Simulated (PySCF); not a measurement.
**Correlation energy of Cu²⁺ (copper, charge +2)**

[Ar] 3d9, 2D determinant. All numbers are calculated (PySCF 2.14, scalar relativity by spin-free X2C-1e, in aug-cc-pVDZ-DK (7s6p4d2f, 59 functions)). Frozen: [Ar]; 9 electrons correlated.

| level | correlation energy (mhartree) |
| --- | --- |
| CCSD | -274.56 |
| (T) | -4.16 |
| CCSD(T) | -278.72 |

Diagnostics: T1 = 0.0080, D1 = 0.0120, largest double amplitude 0.022.

Q: Is a single reference adequate?

A: Yes: T1 lies below 0.03 and no double amplitude reaches 0.07.
